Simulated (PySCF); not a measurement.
C2H6BeS2 (SMILES C[S][Be][S]C), singlet, at a GFN2-xTB geometry (such geometries of metal compounds can be far from the true shape); DF-CAMB3LYP/def2-TZVPPD (PySCF).

Input for PySCF:
```python
from pyscf import gto, scf, dft

mol = gto.M(
    atom='''
Be    0.11818097    0.31514909    0.02979196
S    -1.62929773    1.05897094   -0.09309895
C    -2.77625119    0.15767921    1.02100501
H    -2.89283705   -0.86274398    0.67516821
H    -3.72265296    0.68466499    0.95685464
H    -2.40135432    0.18242978    2.03711440
S     1.91583084   -0.29488307    0.16533039
C     2.26286152   -1.52671758   -1.15042417
H     1.66384646   -2.41456246   -0.98498149
H     3.31757895   -1.76486177   -1.05896877
H     2.05850328   -1.09669873   -2.12354289
''',
    basis='def2-tzvppd',
    verbose=4,
    max_memory=1800,
)

mf = dft.RKS(mol)
mf.xc = 'camb3lyp'
mf = mf.density_fit(auxbasis='def2-universal-jkfit')
mf.kernel()
```

**Question.** Predict the main parts of the log of this PySCF run.

**Answer.** 
```
PySCF version 2.14.0

[INPUT] verbose = 4
[INPUT] num. atoms = 11
[INPUT] num. electrons = 54
[INPUT] charge = 0
[INPUT] spin (= nelec alpha-beta = 2S) = 0
[INPUT] symmetry False subgroup None
[INPUT] Mole.unit = angstrom
[INPUT] Symbol           X                Y                Z      unit          X                Y                Z       unit  Magmom
[INPUT]  1 Be     0.118180970000   0.315149090000   0.029791960000 AA    0.223329666435   0.595545468506   0.056298645114 Bohr   0.0
[INPUT]  2 S     -1.629297730000   1.058970940000  -0.093098950000 AA   -3.078926485076   2.001165050473  -0.175931517985 Bohr   0.0
[INPUT]  3 C     -2.776251190000   0.157679210000   1.021005010000 AA   -5.246354402098   0.297970522438   1.929419840709 Bohr   0.0
[INPUT]  4 H     -2.892837050000  -0.862743980000   0.675168210000 AA   -5.466669747495  -1.630349837817   1.275883004913 Bohr   0.0
[INPUT]  5 H     -3.722652960000   0.684664990000   0.956854640000 AA   -7.034794551201   1.293829318178   1.808193210619 Bohr   0.0
[INPUT]  6 H     -2.401354320000   0.182429780000   2.037114400000 AA   -4.537901992841   0.344742321165   3.849588300408 Bohr   0.0
[INPUT]  7 S      1.915830840000  -0.294883070000   0.165330390000 AA    3.620395588595  -0.557248241071   0.312429157168 Bohr   0.0
[INPUT]  8 C      2.262861520000  -1.526717580000  -1.150424170000 AA    4.276188530617  -2.885078095759  -2.173986608380 Bohr   0.0
[INPUT]  9 H      1.663846460000  -2.414562460000  -0.984981490000 AA    3.144214122727  -4.562861760056  -1.861345253866 Bohr   0.0
[INPUT] 10 H      3.317578950000  -1.764861770000  -1.058968770000 AA    6.269315612122  -3.335105393015  -2.001160949768 Bohr   0.0
[INPUT] 11 H      2.058503280000  -1.096698730000  -2.123542890000 AA    3.890007425719  -2.072460240858  -4.012914475867 Bohr   0.0

nuclear repulsion = 217.415672214131
number of shells = 112
number of NR pGTOs = 393
number of NR cGTOs = 300
basis = def2-tzvppd
ecp = {}

******** <class 'pyscf.df.df_jk.DFRKS'> ********
method = DFRKS
initial guess = minao
damping factor = 0
level_shift factor = 0
DIIS = <class 'pyscf.scf.diis.CDIIS'>
diis_start_cycle = 1
diis_space = 8
diis_damp = 0
SCF conv_tol = 1e-09
SCF conv_tol_grad = None
SCF max_cycles = 50
direct_scf = False
XC library pyscf.dft.libxc version 7.1.2
    S. Lehtola, C. Steigemann, M. J. T. Oliveira, and M. A. L. Marques,  SoftwareX 7, 1–5 (2018)
XC functionals = camb3lyp
    T. Yanai, D. P. Tew, and N. C. Handy,  Chem. Phys. Lett. 393, 51 (2004)
radial grids:
    Treutler-Ahlrichs [JCP 102, 346 (1995); DOI:10.1063/1.469408] (M4) radial grids

becke partition: Becke, JCP 88, 2547 (1988); DOI:10.1063/1.454033
pruning grids: <function nwchem_prune>
grids dens level: 3
symmetrized grids: False
atomic radii adjust function: <function treutler_atomic_radii_adjust>
small_rho_cutoff = 0
Set gradient conv threshold to 3.16228e-05
Initial guess from minao.
tot grids = 138568
******** <class 'pyscf.df.df.DF'> ********
auxbasis = def2-universal-jkfit
Create RSH-DF object <pyscf.df.df.DF object> for omega=0.33
******** <class 'pyscf.df.df.DF'> ********
auxbasis = auxmol.basis = def2-universal-jkfit
init E= -891.32267081584
  HOMO = -0.306055344327544  LUMO = -0.0529829459785113  gap/eV = 6.88645
cycle= 1 E= -891.00402572471  delta_E= 0.319  |g|= 0.301  |ddm|= 2.81
  HOMO = -0.272163164929574  LUMO = 0.0029417853464685  gap/eV = 7.48599
cycle= 2 E= -891.026013665472  delta_E= -0.022  |g|= 0.23  |ddm|= 0.655
  HOMO = -0.304280182352365  LUMO = 0.0013673231972362  gap/eV = 8.31709
cycle= 3 E= -891.039160927324  delta_E= -0.0131  |g|= 0.0402  |ddm|= 0.291
  HOMO = -0.306494428733476  LUMO = -0.000820925682977667  gap/eV = 8.31780
cycle= 4 E= -891.03959046126  delta_E= -0.00043  |g|= 0.0117  |ddm|= 0.0439
  HOMO = -0.305798916221575  LUMO = 0.000100793010195517  gap/eV = 8.32396
cycle= 5 E= -891.039646220355  delta_E= -5.58e-05  |g|= 0.00345  |ddm|= 0.0212
  HOMO = -0.305988927659857  LUMO = -0.000150446448113932  gap/eV = 8.32229
cycle= 6 E= -891.039652820135  delta_E= -6.6e-06  |g|= 0.00133  |ddm|= 0.00546
  HOMO = -0.305948494154099  LUMO = -0.000120296479250331  gap/eV = 8.32201
cycle= 7 E= -891.039653660017  delta_E= -8.4e-07  |g|= 0.000592  |ddm|= 0.00218
  HOMO = -0.305958644242323  LUMO = -0.000106633028231159  gap/eV = 8.32266
cycle= 8 E= -891.039653810823  delta_E= -1.51e-07  |g|= 0.000142  |ddm|= 0.000951
  HOMO = -0.305977865954733  LUMO = -0.000114715244530843  gap/eV = 8.32296
cycle= 9 E= -891.039653823059  delta_E= -1.22e-08  |g|= 3.86e-05  |ddm|= 0.000327
  HOMO = -0.305973309817271  LUMO = -0.0001111679011692  gap/eV = 8.32293
cycle= 10 E= -891.039653823845  delta_E= -7.86e-10  |g|= 7.46e-06  |ddm|= 8.18e-05
  HOMO = -0.305974363455447  LUMO = -0.000111581187980944  gap/eV = 8.32295
Extra cycle  E= -891.039653823892  delta_E= -4.73e-11  |g|= 3.71e-06  |ddm|= 2.26e-05
converged SCF energy = -891.039653823892
```
